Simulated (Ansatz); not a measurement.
An input meant for KF2²⁻ (charge -2, doublet).

```yaml
crystal:
  periodic: [false, false, false]
  atoms:
    - {symbol: K, position_ang: [-0.048369, 0.177284, 0.251929]}
    - {symbol: F, position_ang: [1.555646, -0.284711, 1.881939]}
    - {symbol: F, position_ang: [-1.382276, 0.148521, -1.788740]}
basis:
  gaussian: {orbitals: def2-TZVPD}
total_charge: -2
magnetization: {spin_polarized: true, initial_magnetization: 1}
hamiltonian: {xc: {name: rPW86-PBE}}
scf: {omitted_lower_state_checks: [starts]}
relax: {f_tol: 0.001, max_steps: 2}
output: {forces: true}
```

```sh
$ ansatz run in.yaml --threads 4 --pin off --events-out ev --progress --plain --max-ram 3916MiB
```

Output, abridged:

```
Functional definition: rPW86-PBE
724 factors; their error is unknown
mean field evaluation 1: about -21242.3993 eV, gradient 1.9e2 eV
mean field evaluation 2: about -21298.1805 eV, gradient 4.2e2 eV
mean field evaluation 4: about -21658.8639 eV, gradient 2.0e2 eV
mean field evaluation 8: about -21779.2623 eV, gradient 3.1e1 eV
mean field evaluation 16: about -21782.2275 eV, gradient 1.3e-2 eV
mean field -21782.22750331 eV, -800.4820962225 hartree, gradient 6.0e-6 eV, S^2 0.750129; 0 other end points of the search recorded, 0 dependent functions left out
reference -21782.22759388 eV, -800.4820995510 hartree; 20, 19 occupied and 96, 97 virtual orbitals, 724 factors
relax step   1: F+E_penalty+E_count = -21782.22750331 eV  Δ(F+E_penalty+E_count) = +0.000e0 eV  max|allowed force component| = 3.853e-1 eV/Å  Δτ_max = 0.0000 Å  (47 SCF iters, accepted)
724 factors; their error is unknown
mean field evaluation 32: about -21782.3316 eV, gradient 7.7e-2 eV
mean field -21782.31437263 eV, -800.4852886113 hartree, gradient 1.5e-5 eV, S^2 0.750098; 0 other end points of the search recorded, 0 dependent functions left out
reference -21782.31447323 eV, -800.4852923081 hartree; 20, 19 occupied and 96, 97 virtual orbitals, 724 factors
relax step   2: F+E_penalty+E_count = -21782.31437263 eV  Δ(F+E_penalty+E_count) = -8.687e-2 eV  max|allowed force component| = 1.396e-1 eV/Å  Δτ_max = 0.1947 Å  (45 SCF iters, accepted)
Error: geometry relaxation did not converge after 2 steps: max|allowed force component| = 1.40e-1 eV/Å (threshold 1.0e-3). Raise `relax.max_steps` over both its present limit and 2, loosen `relax.f_tol`, or start from a geometry closer to equilibrium. Where this run's directory can be resumed (`checkpoint.write`), a resume goes on for up to `relax.max_steps` more
```

In this input the relaxation is allowed too few steps for its threshold. The SCF steps converged, but the relaxation ran out of steps.
